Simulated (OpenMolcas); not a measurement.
Pd5+ in a point-charge field

Pd5+ among 8 point charges of -1.2 e arranged as a cube (Oh), 2.26 Å from the ion.

| Property | Result |
| --- | --- |
| Program | OpenMolcas 26.06 |
| Method | SS-CASPT2, IPEA 0.25 Eh, imaginary shift 0.1 Eh (closed shells correlated: 4s 4p) |
| Basis | ANO-RCC-VDZP [6s5p3d1f] |
| Scalar Hamiltonian | DKH2, point nucleus |
| Active space | 5 electrons in 5 orbitals (4d) |
| State averaging | 2S+1 = 6 even, 1 root; 2S+1 = 4 even, 24 roots; 2S+1 = 2 even, 75 roots |
| Spin-orbit coupling | RASSI with atomic mean-field integrals over the reference wave functions |

The lowest spin-free states (labels of O, the rotations of Oh), above the lowest:

```
State  Degeneracy  E (cm-1)  Free-ion L (%)
  6A1           1         0         S (100)
  4T1           3     30910          G (95)
   4E           2     31180         G (100)
  4T2           3     31180         G (100)
  4A1           1     31250         G (100)
  4T1           3     35500          P (96)
  4T2           3     37050          D (99)
   4E           2     37080         D (100)
  2T2           3     45460          I (97)
  2T1           3     45530          I (98)
  2A2           1     45620          I (98)
  2T2           3     45700          I (99)
  2A1           1     45720         I (100)
   2E           2     45780         I (100)
  2T2           3     48850          D (72)
   2E           2     49180          D (97)
  4A2           1     50420         F (100)
  4T1           3     50760         F (100)
  2T1           3     50770          F (97)
  2A2           1     50780          F (98)
```

The lowest levels with spin-orbit coupling:

```json
{"E (cm-1)": "0", "Degeneracy": "4", "Label": "Γ8", "2S+1": "6", "g": ""}
{"E (cm-1)": "0", "Degeneracy": "2", "Label": "Γ7", "2S+1": "6", "g": "3.33 3.33 3.33"}
{"E (cm-1)": "30080", "Degeneracy": "4", "Label": "Γ8", "2S+1": "4", "g": ""}
{"E (cm-1)": "30580", "Degeneracy": "2", "Label": "Γ7", "2S+1": "4", "g": "1.12 1.12 1.12"}
{"E (cm-1)": "30780", "Degeneracy": "2", "Label": "Γ6", "2S+1": "4", "g": "0.54 0.54 0.54"}
{"E (cm-1)": "30820", "Degeneracy": "4", "Label": "Γ8", "2S+1": "4", "g": ""}
{"E (cm-1)": "30840", "Degeneracy": "2", "Label": "Γ7", "2S+1": "4", "g": "1.29 1.29 1.29"}
{"E (cm-1)": "31130", "Degeneracy": "4", "Label": "Γ8", "2S+1": "4", "g": ""}
{"E (cm-1)": "31170", "Degeneracy": "2", "Label": "Γ6", "2S+1": "4", "g": "0.83 0.83 0.83"}
{"E (cm-1)": "31170", "Degeneracy": "2", "Label": "Γ7", "2S+1": "4", "g": "0.35 0.35 0.35"}
{"E (cm-1)": "31180", "Degeneracy": "4", "Label": "Γ8", "2S+1": "4", "g": ""}
{"E (cm-1)": "31270", "Degeneracy": "2", "Label": "Γ6", "2S+1": "4", "g": "2.98 2.98 2.98"}
{"E (cm-1)": "31320", "Degeneracy": "4", "Label": "Γ8", "2S+1": "4", "g": ""}
{"E (cm-1)": "31470", "Degeneracy": "4", "Label": "Γ8", "2S+1": "4", "g": ""}
{"E (cm-1)": "32880", "Degeneracy": "2", "Label": "Γ7", "2S+1": "4", "g": "2.35 2.35 2.35"}
{"E (cm-1)": "33070", "Degeneracy": "4", "Label": "Γ8", "2S+1": "4", "g": ""}
{"E (cm-1)": "33720", "Degeneracy": "4", "Label": "Γ8", "2S+1": "4", "g": ""}
{"E (cm-1)": "34900", "Degeneracy": "2", "Label": "Γ6", "2S+1": "4", "g": "2.04 2.04 2.04"}
{"E (cm-1)": "36650", "Degeneracy": "2", "Label": "Γ7", "2S+1": "4", "g": "4.27 4.27 4.27"}
{"E (cm-1)": "36970", "Degeneracy": "4", "Label": "Γ8", "2S+1": "4", "g": ""}
```

Powder χT (cm3 K/mol): 4.35 at 2 K, 4.36 at 10 K, 4.36 at 50 K, 4.36 at 100 K, 4.36 at 200 K, 4.36 at 300 K. The effective moment at 300 K is 2.828 √(χT) = 5.90 μB.

The lowest level has 2S+1 = 6, for which the spin-only value is χT = S(S+1) / 2 = 4.375 cm3 K/mol (g = 2). The computed 4.357 at 300 K differs by -0.018, through a little spin-orbit mixing out of the ground term, against the free-electron g of 2.0023, which raises it.

Roots that are degenerate in the reference are averaged as groups; the widest CASPT2 spread within a group is 120 cm-1 (the 3-fold group of multiplicity 2 near 58700 cm-1 above the lowest state of its run). Shifts and gaps below about the spread of the groups concerned are not significant. Point charges give a weaker field than real ligands, and real ions of this kind are as a rule low spin; the high spin found here belongs to the model. Free-ion shares, where given, are those of the reference states; single-state CASPT2 does not remix them. Point charges carry no covalency, so the field is a model and not that of real ligands. No measured value stands beside these numbers.

The CASPT2 steps took 10 s on 1 thread of Arm Neoverse N1 (shared host); the integral step is not counted.
